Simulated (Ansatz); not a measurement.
Ansatz (an electronic-structure program) input (B3LYP-D3(BJ)/def2-TZVP):

Ansatz 0.2 input:
```yaml
crystal:
  periodic: [false, false, false]
  atoms:
    - {symbol: Sc, position_ang: [0.66092631, 0.32717532, 0.22789797]}
    - {symbol: F, position_ang: [-0.56913807, 0.85562563, -1.04084944]}
    - {symbol: F, position_ang: [-0.17587219, -1.20690291, 0.81988413]}
basis:
  gaussian:
    orbitals: def2-TZVP
hamiltonian:
  xc: b3lyp
  dispersion: d3bj
magnetization: {spin_polarized: true, initial_magnetization: 1}
relax: {f_tol: 0.002, max_steps: 150}
```

End of the output:

```
the calculation of the forces begins
reference -26140.24521828 eV, -960.6362932772 hartree; 20, 19 occupied and 87, 88 virtual orbitals, 865 factors
relax step   5: F+E_penalty+E_count = -26140.29321392 eV  Δ(F+E_penalty+E_count) = -4.933e-5 eV  max|allowed force component| = 1.546e-3 eV/Å  Δτ_max = 0.0043 Å  (49 SCF iters, accepted)
integrals: 0.03 GiB planned
865 factors; their error is unknown
mean field: 0.42 GiB planned
mean field evaluation 96: about -26140.1722 eV, gradient 1.4e0 eV
mean field -26140.24498351 eV, -960.6362846494 hartree, gradient 1.9e-5 eV, S^2 0.750601; 5 other end points of the search recorded, 0 dependent functions left out
the calculation of the forces begins
reference -26140.24521828 eV, -960.6362932772 hartree; 20, 19 occupied and 87, 88 virtual orbitals, 865 factors
Total energy: -26140.29344870 eV, -960.6380657123 hartree
Atom 0 at     0.497751     0.247652     0.174570 Å, force    -0.001546    -0.000749    -0.000509 eV/Å
Atom 1 at    -0.514257     1.035175    -1.140333 Å, force     0.000910    -0.000335     0.000895 eV/Å
Atom 2 at    -0.067578    -1.306929     0.972697 Å, force     0.000637     0.001084    -0.000386 eV/Å
Dipole moment:     0.622664     0.302800     0.204001 e Å
```

The spin state was set by rule; other spins were not relaxed.
